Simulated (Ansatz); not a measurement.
Reaction (cleavage of the Si–B bond): `CB([SiH3])CF` + `[OH][GeH2][OH]` → `[OH][GeH2][O][SiH3]` + `CBCF`

Gas-phase electronic energies from Ansatz, PBE0-D4/def2-TZVP geometries. CBS: MP2 limit from def2 TZ/QZ plus the TZ coupled-cluster correction, frozen cores. DFT in def2-TZVPP. For Ge outer-core shells are correlated without core-valence functions, which leaves a few kJ/mol of doubt a bond. Scalar relativity is left out up to krypton. Each species was taken in one conformer, which may not be the lowest.

`CB([SiH3])CF`:

```xyz
13

C     0.944    1.071   -0.889
B     0.133   -0.012   -0.112
Si   -1.390    0.453    1.140
C     0.520   -1.508   -0.315
F    -0.234   -2.428    0.404
H     1.388    1.778   -0.178
H     0.262    1.685   -1.490
H     1.735    0.690   -1.540
H    -1.106   -0.051    2.513
H    -2.654   -0.179    0.669
H    -1.618    1.924    1.229
H     1.578   -1.655   -0.050
H     0.442   -1.766   -1.382
```

`[OH][GeH2][OH]`:

Cartesian coordinates in Å:
```
O -1.267 0.821 0.403
Ge -0.105 -0.234 -0.426
O 1.552 0.359 -0.206
H -1.455 0.546 1.303
H -0.230 -1.657 0.156
H -0.376 -0.094 -1.920
H 1.881 0.259 0.689
```

`[OH][GeH2][O][SiH3]`:

```xyz
10

O     1.173   -0.863    1.613
Ge    0.259   -1.405    0.196
O    -0.788   -0.088   -0.349
Si   -0.527    1.471   -0.777
H     0.622   -0.723    2.388
H    -0.695   -2.554    0.542
H     1.321   -1.701   -0.865
H    -0.505    2.354    0.419
H    -1.631    1.896   -1.674
H     0.771    1.614   -1.494
```

`CBCF`:

Z-matrix (Å, degrees):
```
C
B 1 1.556
H 1 1.097 2 109.4
H 1 1.092 2 115.7 3 122.9
H 1 1.097 2 109.5 3 -114.0
C 2 1.557 1 120.1 3 -122.6
H 2 1.198 1 120.2 3 57.3
F 6 1.387 2 115.7 1 -180.0
H 6 1.101 2 109.7 1 -57.4
H 6 1.101 2 109.5 1 57.6
```

```tsv
level	ΔE (eV)
r2SCAN-D4	-1.17
ωB97X-V	-1.22
ωB97M-V	-1.25
SCS-MP2/def2-TZVPP	-1.36
```

Question: What does CCSD(T)/CBS give? (Best estimate.)

Answer: The calculation gave: -1.24 eV. The listed levels differ from it by 0.07, 0.02, -0.01, -0.12 eV.

Largest T1 diagnostic among the species: 0.012.

From PBE to PBE0 (25 % exact exchange), in def2-TZVPP and without D4, ΔE moves by −0.10 eV. In def2-TZVPP, CCSD(T) changes the Hartree–Fock value by +0.31 eV (the triples alone add +0.04 eV) and MP2 by +0.24 eV.
